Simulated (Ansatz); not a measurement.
**Ligand exchange: SbH3 + SiH3Br → SiH3(SbH2) + HBr**

Species: SbH3 (stibine) `[SbH3]`, singlet; SiH3Br `[SiH3]Br`, singlet; SiH3(SbH2), singlet; HBr (hydrogen bromide), singlet. The partners trade H for SiH3: Sb–H and Br–SiH3 bonds give way to Sb–SiH3 and Br–H.

Shapes, held fixed at every level: PBE0-D4/def2-TZVP. Programs: Ansatz 0.2.0. The zero-point and thermal change to 298 K, harmonic and unscaled (PBE0-D4/def2-TZVP), is 0.0 kJ/mol.

```json
{"level": "HF/def2-SVP", "kind": "Hartree–Fock", "ΔH(298 K) (kJ/mol)": "+63.9", "less CCSD(T)/def2-TZVPP": "+8.3"}
{"level": "HF/def2-TZVPP", "kind": "Hartree–Fock", "ΔH(298 K) (kJ/mol)": "+73.1", "less CCSD(T)/def2-TZVPP": "+17.5"}
{"level": "r2SCAN0-D4/def2-TZVPP", "kind": "global hybrid", "ΔH(298 K) (kJ/mol)": "+56.5", "less CCSD(T)/def2-TZVPP": "+0.9"}
{"level": "wB97X-V/def2-TZVPP", "kind": "range-separated hybrid", "ΔH(298 K) (kJ/mol)": "+58.5", "less CCSD(T)/def2-TZVPP": "+2.9"}
{"level": "CCSD(T)/def2-SVP", "kind": "coupled cluster or CI", "ΔH(298 K) (kJ/mol)": "+50.0", "less CCSD(T)/def2-TZVPP": "-5.6"}
{"level": "CCSD/def2-TZVPP", "kind": "coupled cluster or CI", "ΔH(298 K) (kJ/mol)": "+57.8", "less CCSD(T)/def2-TZVPP": "+2.2"}
{"level": "CCSD(T)/def2-TZVPP", "kind": "coupled cluster or CI", "ΔH(298 K) (kJ/mol)": "+55.6", "less CCSD(T)/def2-TZVPP": "0.0"}
```

The highest level, CCSD(T)/def2-TZVPP, gives ΔH(298 K) = +55.6 kJ/mol; the levels span +50.0 to +73.1. The column of differences is taken from that level and isn't an error. No measured value is set beside it here. For atoms past krypton def2 sets carry core potentials with scalar relativity. Relativity is left out for Br unless named. Correlated rows may include outer-core shells of Br, Sb, which these sets cover unevenly.
